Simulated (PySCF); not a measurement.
**Computed structure and properties of [La(PH3)]3+**

System: [La(PH3)]3+ (singlet); start: template (C3v). Method: PySCF 2.14.0, RKS PBE0, La def2-SVP with ECP46, P def2-SVP, H def2-SVP; non-relativistic Hamiltonian with scalar-relativistic core potentials where named; density fitting; no spin-orbit coupling.

Input of the relaxation:

```python
mol = gto.M(atom='''
La     0.00000     0.00000    -0.60287
P     -0.00000    -0.00000     2.39713
H      1.21001    -0.00000     3.14033
H     -0.60500     1.04790     3.14033
H     -0.60501    -1.04789     3.14033''',
    basis={'La': 'def2-SVP', 'P': 'def2-SVP', 'H': 'def2-SVP'},
    ecp={'La': 'def2-SVP'},
    charge=3, spin=0)
mf = dft.RKS(mol, xc='PBE0')
mf.grids.atom_grid = (50, 194)  # f atoms: unpruned, at least (60, 302)
mf = mf.density_fit()  # fitting sets: La def2-universal-JKFIT, P def2-universal-JKFIT, H def2-universal-JKFIT
mf.conv_tol = 1e-08; mf.max_cycle = 55
mf.kernel(dm0)  # dm0: converged density of the start geometry
# quasi-Newton relaxation in Cartesian coordinates to a largest gradient under 0.00045 Eh/bohr, steps kept in the point group
```

Run from Python with OMP_NUM_THREADS=2; the lines above give its settings. Where DIIS fails, smearing, a level shift and second-order steps follow.
It took 45 s on 2 threads of Intel(R) Xeon(R) Processor @ 2.50GHz (Skylake/Cascade Lake) (shared host), from the converged density of the start.

Course of the relaxation:

```tsv
step	energy above end (eV)	largest force component within the symmetry (eV/Å)
0	0.2352	1.352
1	0.0492	1.018
2	0.0056	0.383
3	0.0006	0.102
4	0.0000	0.014
5	0.0000	0.011
```

Relaxed geometry (C3v):

```xyz
5

La    0.0000    0.0000   -0.5253
P     0.0000    0.0000    2.5281
H     1.3187    0.0000    3.0708
H    -0.6594    1.1421    3.0708
H    -0.6594   -1.1421    3.0708
```

```csv
contact,Å
La1–P2 (PH3),3.053
```

On the finer grid (75, 302):

```json
{"HOMO": "-23.39 eV", "LUMO": "-18.92 eV", "Dipole about the centre of mass": "1.28 D", "Set of Mulliken populations of La1 outside the core potential": "s 2.11, p 6.05, d 0.47, f 0.02", "D3(BJ) dispersion energy (not in the energies)": "-0.123 eV"}
```

```
atom  Mulliken (e)  Löwdin (e)  spin (e)
 La1          2.36        2.19      0.00
  P2         -0.07        0.51      0.00
  H3          0.24        0.10      0.00
  H4          0.24        0.10      0.00
  H5          0.24        0.10      0.00
```

A rough frequency check found all modes real, so this is a minimum.

Taking off one PH3 (charge 0, singlet; the rest: singlet) in vacuum, both parts rigid, costs 4.80 eV; the small basis without counterpoise inflates it. Parting with an electron moved from the ligand to the metal can be far cheaper, even downhill.

Rigid scan of PH3 along the line from its metal:

distance to P2 (Å), energy (eV) and a bar:
```
     2.75      0.277 ##############################
     2.85      0.109 ############
     2.95      0.024 ###
     3.05      0.000 
     3.15      0.021 ##
     3.25      0.075 ########
     3.45      0.241 ##########################
```

One start shape was tried, so this needn't be the lowest isomer.
